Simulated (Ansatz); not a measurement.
Program: Ansatz. Geometries: PBE0-D4/def2-TZVP. ΔE: electronic, gas phase. CCSD(T)/CBS adds triple-zeta CCSD(T) − MP2 to the extrapolated MP2 energy (def2 sets, frozen cores). Functionals use def2-TZVPP. B3LYP here is the variant with VWN-RPA as its local correlation; programs differ in this. One conformer a species, not always the lowest.

`FB(Cl)C[SiH3]` → `BC[SiH](F)Cl`  (isomerisation)

CCSD(T)/CBS gives -3.7 kJ/mol.

Problem. Another level gave +4.4 kJ/mol. Which?
A. PBE-D4/def2-TZVPP
B. B3LYP/def2-TZVPP
C. PBE0-D4/def2-TZVPP
D. MP2/def2-TZVPP

Solution. B. B3LYP 4.4, PBE-D4 14.5, PBE0-D4 8.9, MP2/def2-TZVPP 0.1 kJ/mol.

Largest T1 diagnostic among the species: 0.012.

In def2-TZVPP, CCSD(T) changes the Hartree–Fock value by +13.0 kJ/mol (the triples alone add +2.8 kJ/mol) and MP2 by +7.9 kJ/mol. From PBE to PBE0 (25 % exact exchange), in def2-TZVPP and without D4, ΔE moves by −5.7 kJ/mol.
